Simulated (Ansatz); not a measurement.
Cost and result for the atomization energy of ClFH$_{6}$N$_{2}$SSi$_{2}$, SMILES `N[Si@@H](F)S[Si@@H](N)Cl` (13 atoms, 12 bonds).

| atom | x (Å) | y (Å) | z (Å) |
| --- | --- | --- | --- |
| N1 | -1.4735 | -0.2589 | -0.8484 |
| Si2 | -0.4146 | 0.6901 | -1.7459 |
| F3 | -1.0175 | 2.1028 | -2.1850 |
| S4 | 1.3135 | 1.2515 | -0.6075 |
| Si5 | 1.3847 | -0.2185 | 0.9083 |
| N6 | -0.0150 | -0.1048 | 1.8980 |
| Cl7 | 1.4347 | -2.1623 | 0.2507 |
| H8 | -1.9907 | -1.0139 | -1.2645 |
| H9 | -1.4375 | -0.2934 | 0.1606 |
| H10 | -0.0519 | 0.0148 | -3.0070 |
| H11 | 2.6812 | 0.0142 | 1.5828 |
| H12 | -0.2450 | 0.8051 | 2.2709 |
| H13 | -0.1684 | -0.8268 | 2.5871 |

Total charge 0; spin multiplicity 1. The geometry is a stationary point of PBE0-D4/def2-TZVP. It is one conformer, not always the lowest. Program: Ansatz. All runs use 2 threads of an AMD EPYC 7R13 on a shared host and a share of an NVIDIA H100 80 GB. Times are those of one run each, without the atoms' runs, and a repeat can differ threefold. Electronic energies, without spin–orbit coupling; frozen cores. CCSD(T)/CBS adds CCSD(T) − MP2 in def2-TZVPP to the MP2 limit, and its time is that of the two runs behind it. T1 = 0.011. B3LYP takes the VWN-RPA correlation (the form of Gaussian; ORCA's B3LYP/G).

CCSD(T)/CBS is a level of theory with its own doubt, some kJ/mol a heavy atom from the limit and from the frozen cores, so smaller differences don't rank the functionals.

| level | functions | wall time |
| --- | --- | --- |
| B2PLYP/def2-TZVPP | 345 | 7 s |
| PBE-D4/def2-TZVPP (with forces) | 345 | 7 s |
| r2SCAN-D4/def2-TZVPP (with forces) | 345 | 7 s |
| ωB97X-V/def2-TZVPP | 345 | 9 s |
| PBE0-D4/def2-TZVPP | 345 | 9 s |
| MP2/def2-QZVPP | 631 | 9 s |
| B3LYP-D4/def2-TZVPP (with forces) | 345 | 10 s |
| ωB97M-V/def2-TZVPP (with forces) | 345 | 11 s |
| CCSD(T)/def2-TZVPP | 345 | 22 s |
| CCSD(T)/CBS(def2) | – | 31 s |

Task: What atomization energy does each give, and how far from CCSD(T)/CBS? (An estimate is asked.)

Result: Computed: 
```tsv
level	atomization (kcal/mol)	difference from CCSD(T)/CBS	per bond
B2PLYP/def2-TZVPP	1090.3	-21.3	-1.8
PBE-D4/def2-TZVPP (with forces)	1122.5	10.9	0.9
r2SCAN-D4/def2-TZVPP (with forces)	1107.6	-4.0	-0.3
ωB97X-V/def2-TZVPP	1117.3	5.7	0.5
PBE0-D4/def2-TZVPP	1102.7	-8.9	-0.7
MP2/def2-QZVPP	1120.0	8.4	0.7
B3LYP-D4/def2-TZVPP (with forces)	1105.4	-6.2	-0.5
ωB97M-V/def2-TZVPP (with forces)	1116.5	4.9	0.4
CCSD(T)/def2-TZVPP	1070.4	-41.2	-3.4
CCSD(T)/CBS(def2)	1111.6	0.0	0.0
```

From PBE to PBE0 (25 % exact exchange), in def2-TZVPP and without D4, the atomization energy moves by −18.3 kcal/mol: exact exchange takes away binding that semilocal exchange gives to molecules. The D4 term adds +17.9 kcal/mol with B3LYP and +9.6 kcal/mol with PBE0; it sums over pairs of atoms, weighted by their polarisabilities, and B3LYP, whose exchange is more repulsive, gets the larger term. In def2-TZVPP, CCSD(T) changes the Hartree–Fock value by +292.0 kcal/mol (the triples alone add +18.9 kcal/mol) and MP2 by +317.0 kcal/mol; breaking electron pairs costs correlation energy, which Hartree–Fock lacks.
